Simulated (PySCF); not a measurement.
# Electron correlation in P²⁺ (phosphorus, charge +2)

[Ne] 3s2 4s1, 2S determinant (an excited configuration). Calculation: PySCF 2.14, in x2c-TZVPPall with one added diffuse shell each of s, p, d type (6s6p4d1f, 51 functions); scalar relativity by spin-free X2C-1e. Frozen: [Ne]; 3 electrons correlated.

| level | correlation energy (mhartree) |
| --- | --- |
| CCSD | -60.96 |
| (T) | -1.95 |
| CCSD(T) | -62.91 |
| CCSDT | -63.51 |

Diagnostics: T1 = 0.012, D1 = 0.0303, largest double amplitude 0.104.

The outer electron is Rydberg-like, and this basis confines it to a smaller radius and binds it less than a complete one would.

Cost of the coupled-cluster step: roughly 1.9 core-seconds, for 3 correlated electrons.
